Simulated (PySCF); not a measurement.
**Computed data sheet: `C=C1C=CC(OC)=C1F`**

C₇H₇FO.
Structure used (GFN2-xTB), in Å, numbered top down from 1:
```
atom  x, y, z in Å
C1     2.6440   -0.5813    0.6772
C2     1.5546   -0.0393    0.1280
C3     1.4855    1.0505   -0.8467
C4     0.1973    1.2871   -1.1347
C5    -0.6522    0.3700   -0.3685
O6    -1.9906    0.4273   -0.4997
C7    -2.7413   -0.4884    0.2697
C8     0.1677   -0.4088    0.3737
F9    -0.1645   -1.4007    1.2365
H10    3.6311   -0.2331    0.4263
H11    2.5690   -1.3856    1.3897
H12    2.3496    1.5502   -1.2400
H13   -0.2114    2.0161   -1.8082
H14   -3.7860   -0.2969    0.0331
H15   -2.4885   -1.5206    0.0130
H16   -2.5721   -0.3373    1.3392
```

Structural features include: C=C double bond, ether and C–F bond.

GFN2-xTB geometry:

| Property | Result |
| --- | --- |
| Point group of the GFN2-xTB geometry | Cs |
| Rotational constants A, B, C of the GFN2-xTB geometry | 2.981, 1.426, 0.970 GHz |

PBE0/def2-SVPD ground state and vertical TDDFT (core frozen in the response) (PySCF):

| Property | Result |
| --- | --- |
| Dipole moment | 0.23 D |
| HOMO energy | -6.02 eV |
| LUMO energy | -1.90 eV |
| HOMO–LUMO gap | 4.12 eV |
| Lowest singlet excitation | 3.05 eV (407 nm, f = 0.013) |
| Strongest line among the 6 lowest singlet transitions | S2 at 5.15 eV (241 nm, f = 0.375) |
| Lowest triplet excitation (Tamm–Dancoff) | 2.07 eV |
| Static isotropic polarisability | 89.8 au |
| Electronic spatial extent ⟨r²⟩ about the centre of nuclear charge | 1166 bohr² |

**PBE0/pcSseg-1 ground state and GIAO shieldings, non-relativistic (PySCF)**

| Quantity | Value |
| --- | --- |
| Lowest Hirshfeld atomic charge | -0.11 e on O6 |
| Highest Hirshfeld atomic charge | +0.06 e on H10/H13/H14 |
| 13C chemical shifts (computed TMS as zero) by class | 150.0 (C2), 149.7 (C5), 142.7 (C8), 134.7 (C4), 125.6 (C1), 121.0 (C3), 59.6 (C7) ppm |
| 1H chemical shifts (computed TMS as zero) by class | 6.19 (H13), 6.13 (H11), 5.84 (H10), 5.81 (H12), 4.18 (H14/H15/H16) ppm |
| Isotropic shieldings of nuclei other than C and H, by class | 235 (O6), 365 (F9) ppm |
| Mayer bond orders between heavy atoms | C1–C2 1.84, C2–C3 1.05, C3–C4 1.75, C4–C5 1.09, C5–O6 1.02, O6–C7 0.89, C5–C8 1.60, C8–F9 0.93, C8–C2 1.05 |

Monoisotopic mass from the formula: 126.0481 u.

The dipole equals about 0.8 × 10⁻³⁰ C·m (1 D = 3.33564 × 10⁻³⁰ C·m). The principal polarisabilities are 54.7, 85.0 and 129.7 au; their mean is the isotropic value. With B = h/(8π²I), that is 505.379 GHz u Å² over I, the principal moments of inertia are 169.5, 354.5 and 520.8 u Å² (most abundant isotopes); the inertial defect Ic − Ia − Ib is -3.2 u Å² (zero for a rigid planar frame, negative otherwise). The vertical singlet–triplet gap S1 − T1 is 0.98 eV (TDDFT singlet less Tamm–Dancoff triplet; S1: HOMO→LUMO, weight 0.97; T1: HOMO→LUMO, weight 0.96). The largest Löwdin shares of the LUMO are 0.28 on C1, 0.15 on C4, 0.13 on C2 and 0.12 on C3. The largest Löwdin shares of the HOMO are 0.27 on C8, 0.17 on C5, 0.16 on C3 and 0.12 on O6. 1 of the 6 computed singlets lies in the visible range (750 to 380 nm, 1.65 to 3.26 eV), with an oscillator strength of 0.013. The rotational constants make it an asymmetric top with κ = (2B − A − C)/(A − C) = -0.55, nearer the prolate limit (−1).

One conformer (not necessarily the lowest) at the GFN2-xTB geometry, without solvent or vibrations. NMR classes are plain means over equivalent atoms (diastereotopic ones count apart unless rotation or inversion swaps them), as if these changed places fast; in this geometry the members of some classes differ.
